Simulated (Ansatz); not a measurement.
Isolated molecules relaxed with PBE0-D4/def2-TZVP in Ansatz; ΔE leaves out vibrations. CBS: MP2 limit from def2 TZ/QZ plus the TZ coupled-cluster correction, frozen cores. DFT in def2-TZVPP. B3LYP here is the variant with VWN-RPA as its local correlation; programs differ in this. Elements past krypton have def2 core potentials. For Te outer-core shells are correlated without core-valence functions, which leaves a few kJ/mol of doubt a bond. Each species was taken in one conformer, which may not be the lowest.

`[SiH3]C[SiH2][TeH]` + `CCCCl` → `CCC[TeH]` + `[SiH3]C[SiH2]Cl`  (formal exchange of groups at a Te–Si bond)

`[SiH3]C[SiH2][TeH]`:

```xyz
12

Si   -0.039   -1.354   -1.074
C    -0.022   -0.689    0.682
Si   -0.536    1.099    0.838
Te    0.647    2.592   -0.779
H     1.195   -0.960   -1.797
H    -0.121   -2.841   -1.050
H    -1.221   -0.833   -1.812
H    -0.706   -1.283    1.299
H     0.981   -0.816    1.101
H    -1.967    1.259    0.472
H    -0.331    1.592    2.225
H     2.120    2.234   -0.105
```

`CCCCl`:

Cartesian coordinates in Å:
```
C -0.402 1.117 -0.529
C 0.169 -0.289 -0.542
C 0.170 -0.964 0.811
Cl 1.244 -0.137 1.979
H 0.181 1.770 0.123
H -0.399 1.549 -1.531
H -1.434 1.118 -0.167
H 1.189 -0.282 -0.936
H -0.421 -0.926 -1.212
H 0.528 -1.991 0.745
H -0.825 -0.964 1.259
```

`CCC[TeH]`:

Cartesian coordinates in Å:
```
C -0.561 -1.385 0.791
C -0.640 0.057 0.315
C 0.591 0.458 -0.475
Te 0.423 2.506 -1.126
H -1.451 -1.662 1.360
H 0.309 -1.540 1.435
H -0.476 -2.074 -0.053
H -0.757 0.723 1.178
H -1.535 0.192 -0.302
H 0.707 -0.159 -1.366
H 1.493 0.382 0.131
H 1.896 2.503 -1.887
```

`[SiH3]C[SiH2]Cl`:

Z-matrix (Å, degrees):
```
Si
C 1 1.877
H 1 1.486 2 110.5
H 1 1.487 2 110.2 3 120.2
H 1 1.487 2 110.2 3 -120.2
Si 2 1.856 1 114.4 3 -179.9
H 2 1.095 1 108.8 3 -58.2
H 2 1.095 1 108.8 3 58.4
Cl 6 2.062 2 110.3 1 -179.8
H 6 1.483 2 111.0 1 -61.0
H 6 1.483 2 111.0 1 61.5
```

| level | ΔE (kJ/mol) | difference from CCSD(T)/CBS |
| --- | --- | --- |
| PBE-D4 | -47.1 | 11.3 |
| PBE0-D4 | -48.4 | 10.0 |
| ωB97M-V | -55.9 | 2.5 |
| B2PLYP | -61.0 | -2.6 |
| r2SCAN | -55.6 | 2.8 |
| PBE0 | -51.5 | 6.9 |
| B3LYP | -60.0 | -1.6 |
| SCS-MP2/def2-TZVPP | -63.6 | -5.2 |
| CCSD/def2-TZVPP | -61.5 | -3.1 |
| CCSD(T)/def2-TZVPP | -60.2 | -1.8 |
| HF/def2-QZVPP | -65.2 | -6.8 |
| MP2/def2-QZVPP | -61.3 | -2.9 |
| SCS-MP2/def2-QZVPP | -63.1 | -4.7 |
| HF/CBS(def2) | -65.4 | -7.0 |
| MP2/CBS(def2) | -60.1 | -1.7 |
| CCSD/CBS(def2) | -59.6 | -1.2 |
| CCSD(T)/CBS | -58.4 | 0 |

Largest T1 diagnostic among the species: 0.011.

The D4 term adds +5.4 kJ/mol with B3LYP and +3.1 kJ/mol with PBE0; it sums over pairs of atoms, weighted by their polarisabilities, and B3LYP, whose exchange is more repulsive, gets the larger term.
